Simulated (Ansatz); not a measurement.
C$_{2}$H$_{6}$BBrSi, SMILES `B[C@H]1[SiH2][C@@H]1Br` at its PBE0-D4/def2-TZVP geometry, where that method's forces vanish. Total charge 0; spin multiplicity 1.

```xyz
11

B    -0.4381    1.2912    0.8388
C    -0.6634   -0.1355    0.4386
Si    0.4482    0.0506   -1.1313
C     0.4638   -1.1292    0.2951
Br   -0.0255   -2.9642    0.0446
H     0.6496    1.6576    1.1916
H    -1.3411    2.0715    0.7662
H    -1.6502   -0.4962    0.1558
H    -0.1909   -0.3844   -2.3846
H     1.4851    1.0907   -1.2388
H     1.2626   -1.0521    1.0238
```

Question: What forces (eV/Å) does ωB97M-V/def2-TZVPP give on these atoms in the Gaussian-basis code of Ansatz? (Best estimate.)

Answer: Computed: 
```
B1  -0.034  0.102  0.069
C2  -0.179  0.131 -0.024
Si3  0.047  0.000 -0.122
C4   0.271  0.014 -0.012
Br5 -0.042 -0.049 -0.017
H6  -0.112 -0.055 -0.048
H7   0.109 -0.088  0.008
H8   0.079  0.026  0.034
H9   0.084  0.045  0.154
H10 -0.132 -0.131  0.011
H11 -0.091  0.006 -0.053
```
